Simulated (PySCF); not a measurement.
C2H8O2Si, SMILES C[C@H](O)[SiH2]O.

Coordinates come from a B3LYP-D3(BJ)/def2-SVP optimisation. The structure was generated by enumeration; whether it is a known compound was not checked. Other conformers were not sampled.

Level of theory: TDDFT-PBE/def2-SVPD in PySCF.

Vertical excitations. Isolated molecule, no solvent.

**Question.** Give excitation energies, oscillator strengths and character. (The exact figures need the calculation; the answer reports its results.)

**Answer.** 
```csv
state,energy (eV),λ (nm),f,main pairs
S1,5.57,223,0.008,HOMO→LUMO 96 %
S2,5.82,213,0.001,HOMO→LUMO+1 96 %
S3,6.52,190,0.009,HOMO−1→LUMO 96 %
S4,6.72,184,0.004,HOMO→LUMO+2 96 %
S5,6.78,183,0.004,HOMO−1→LUMO+1 95 %
S6,6.93,179,0.052,"HOMO→LUMO+3 73 %, HOMO→LUMO+4 20 %"
S7,6.99,177,0.064,"HOMO→LUMO+4 76 %, HOMO→LUMO+3 20 %"
S8,7.25,171,0.031,HOMO−2→LUMO 96 %
S9,7.37,168,0.023,"HOMO→LUMO+5 51 %, HOMO→LUMO+6 46 %"
S10,7.45,167,0.030,"HOMO→LUMO+6 48 %, HOMO→LUMO+5 41 %"
T1,5.27,235,0,HOMO→LUMO 99 %
T2,5.61,221,0,HOMO→LUMO+1 99 %
T3,6.27,198,0,HOMO−1→LUMO 96 %
T4,6.56,189,0,HOMO→LUMO+2 93 %
```
Triplets are in the Tamm–Dancoff approximation, which puts them higher than full response would, so one can lie above its singlet here.
